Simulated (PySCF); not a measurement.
# How methods differ on the ionisation energy of In+

In+ [Kr] 4d10 5s2 (1S) → In(2+) [Kr] 4d10 5s1 (2S), as a difference of total energies. Computed with PySCF 2.14 in aug-cc-pwCVTZ-PP with ECP28MDF (8s7p6d4f1g, 96 functions), with scalar relativity through the core potential. Correlated levels: valence: 4s2 4p6 4d10 frozen. The calculations carry no spin-orbit coupling.

| method | ionisation energy (eV) | error (eV) |
| --- | --- | --- |
| UHF | 17.008 | -1.862 |
| MP2 (valence) | 17.664 | -1.206 |
| SCS-MP2 (valence) | 17.795 | -1.075 |
| CCSD (valence) | 17.911 | -0.959 |

Reference: 18.870 eV (measured; NIST Atomic Spectra Database, ionization energies).

Errors of the correlated levels include the incompleteness of this basis and the frozen core.

With two correlated electrons CCSD is exact in that space.
